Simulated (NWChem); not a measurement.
Molecule: CH3AlF2O; SMILES [F][Al]([F])[O]C

```xyz
8

Al     0.0738     0.4934     0.0002
F      1.2556     1.6425    -0.0016
F     -1.4988     0.9982    -0.0021
O      0.5014    -1.1185     0.0048
C     -0.0373    -2.4001     0.0028
H      0.2960    -2.9560    -0.8903
H      0.3051    -2.9620     0.8887
H     -1.1421    -2.4014     0.0085
```
Atoms are numbered in this order, from 1.

STO-3G and 3-21G are far too small for this property and stand as cheap habits. Geometry: optimised at PBE0/def2-SVP.

Q: Give the principal values of the shielding tensors (ppm) of Al1, F2, F3, O4, C5 from Hartree-Fock/STO-3G, GIAO (NWChem), with their diamagnetic and paramagnetic parts as GIAO splits them.

A: 
```csv
atom,σ11,σ22,σ33,isotropic,diamagnetic,paramagnetic
Al1,504.8,515.4,530.1,516.7,780.4,-263.7
F2,450.0,502.3,647.6,533.3,458.2,75.1
F3,449.6,484.9,645.5,526.7,458.6,68.1
O4,356.2,478.8,520.1,451.7,384.8,66.8
C5,179.4,180.2,237.0,198.9,248.4,-49.5
```
